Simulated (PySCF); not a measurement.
(E)-1-bromo-1-fluoroprop-1-ene (C3H4BrF), SMILES C(=C(/F)Br)/C.

The structure is a stationary point at B3LYP-D3(BJ)/def2-SVP.

Method: SMD-PBE0/def2-SVP (PySCF).

Solvation free energies are E(SMD) − E(gas) at the gas-phase geometry, for 1 M in both phases. Bromine has the revised SMD18 radius of 2.60 Å. In vacuum the dipole moment is 1.68 D.

Rank water, 1-octanol, toluene by solvation free energy, most negative first.

toluene (-3.4 kcal/mol), 1-octanol (-2.9 kcal/mol), water (0.4 kcal/mol)
